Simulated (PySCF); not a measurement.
Si(Cl)(OH)2(OMe) (CH5ClO3Si), SMILES O([Si](Cl)(O)O)C.

Geometry: B3LYP-D3(BJ)/def2-SVP. One conformer was computed; it need not be the lowest.

Method: TDA-PBE/def2-SVPD run with PySCF.

Vertical excitations. Isolated molecule, no solvent.

| state | energy (eV) | λ (nm) | f | main pairs |
|---|---|---|---|---|
| S1 | 6.21 | 200 | 0.001 | HOMO→LUMO 100 % |
| S2 | 6.72 | 185 | 0.009 | HOMO−1→LUMO 97 % |
| S3 | 6.81 | 182 | 0.021 | HOMO−2→LUMO 97 % |
| S4 | 7.09 | 175 | 0.030 | HOMO−3→LUMO 95 % |
| S5 | 7.19 | 172 | 0.006 | HOMO→LUMO+1 96 % |
| S6 | 7.54 | 164 | 0.029 | HOMO−4→LUMO 75 %, HOMO→LUMO+2 21 % |
| S7 | 7.57 | 164 | 0.025 | HOMO→LUMO+2 76 %, HOMO−4→LUMO 17 % |
| S8 | 7.70 | 161 | 0.008 | HOMO−1→LUMO+1 69 %, HOMO−2→LUMO+1 14 % |
| S9 | 7.72 | 161 | 0.021 | HOMO−5→LUMO 80 %, HOMO−1→LUMO+1 13 % |
| S10 | 7.83 | 158 | 0.036 | HOMO−2→LUMO+1 70 % |
| T1 | 6.12 | 203 | 0 | HOMO→LUMO 100 % |
| T2 | 6.58 | 188 | 0 | HOMO−1→LUMO 97 % |
| T3 | 6.67 | 186 | 0 | HOMO−2→LUMO 96 % |
| T4 | 6.92 | 179 | 0 | HOMO−3→LUMO 98 % |
Triplets are in the Tamm–Dancoff approximation.
